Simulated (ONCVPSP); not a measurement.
# Be: one change to an ONCV potential, before and after

ONCVPSP 4.0.1 input, shortened (lines: element, Z, core and valence counts, functional; n l f; lmax; l rc ep ncon nbas qcut; lloc lpopt rc5 dvloc0; l nproj debl; icmod fcfact rcfact), PBE, scalar-relativistic:

```
  Be 4.00    1    1        4      upf
    1    0    2.00
    2    0    2.00
    2
    0    1.85    0.00    5    8    3.10
    1    1.45    0.05    4    8    6.80
    2    1.45    0.13    3    7    7.10
    1    5    1.45    0.00
    0    2    2.20
    1    0    1.10
    2    1    3.00
    2    0.55    1.05
```

Change: s: qcut 1.9.

Cutoffs: the cutoffs (Ha) at which the residual kinetic energy of the hardest occupied pseudo-wave falls to 1 and 0.1 mHa per electron; they do not see the model core or the augmentation charge, which bear on the density cutoff. Errors are all-electron minus pseudo energies relative to the spin-unpolarised reference configuration.

Task: Predict the effect on cutoff, ghosts and configuration errors.

Result: The potential gets harder (6.3 Ha and 34 Ha → 16 Ha and 40 Ha); of the 4 tests that both files solve, the error grows in 0 and shrinks in 1 by more than 15 % and 0.3 meV (median size 6.8 → 6.3 meV); neither file shows a bound ghost.

| quantity | base | changed |
| --- | --- | --- |
| cutoff, loose | 6.3 Ha | 16 Ha |
| cutoff, tight | 34 Ha | 40 Ha |
| bound ghosts | none | none |
| GHOST(+) flags under 300 eV | none | none |
| error for 2s1, meV [ΔE 9.55 eV] | +10 | +8.6 |
| error for 2s1.5, meV [ΔE 3.76 eV] | +1.5 | +1.2 |
| error for 2s1 2p1, meV [ΔE 3.61 eV] | +3.5 | +4.0 |
| error for 2s0 2p1, meV [ΔE 13.46 eV] | +18 | +19 |
| s: phases at 1.88 bohr within 0.05 rad from the reference energy up to (Ha; the scan ends near 5) | 3.4 | 3.4 |
| p: phases at 1.47 bohr within 0.05 rad from the reference energy up to (Ha; the scan ends near 5) | 3.6 | 3.6 |
| d: phases at 1.47 bohr within 0.05 rad from the reference energy up to (Ha; the scan ends near 5) | to the end of the scan | to the end of the scan |
| rms error of d²Exc/dni dnj with the model core, mHa | 1.37 | 1.13 |

Base: The cutoffs count occupied waves only; projector 2 of the s channel, the hardest unoccupied one, needs 16 Ha at the loose tolerance.
